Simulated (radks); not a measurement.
Question: The strontium ion Sr2+, 36 electrons, occupied as [Kr] (the NIST ground configuration). Calculated with a radial shooting solver on a logarithmic mesh with Libxc functionals: Dirac Kohn-Sham, BLYP, spin-unpolarised, spherical densities, finite nucleus; Fermi nuclear charge, rms radius 4.224 fm. Some entries of the table are withheld. Estimate them.

orbital,occ.,eigenvalue (hartree),<r^2> (bohr^2)
1s1/2,2,-586.0811,0.002067
2s1/2,2,-79.78977,0.03501
2p1/2,2,-72.67148,0.02669
2p3/2,4,-70.15577,0.02809
3s1/2,2,-12.76295,0.2781
3p1/2,2,-10.17870,0.2823
3p3/2,4,-9.79287,0.2942
3d3/2,4,(1),(2)
3d5/2,6,(3),(4)
4s1/2,2,-2.00420,2.073
4p1/2,2,-1.36446,2.690
4p3/2,4,-1.32065,2.805

Answer: 
(1) 3d3/2 eigenvalue (hartree): -5.25397
(2) 3d3/2 <r^2> (bohr^2): 0.3003
(3) 3d5/2 eigenvalue (hartree): -5.18663
(4) 3d5/2 <r^2> (bohr^2): 0.3047
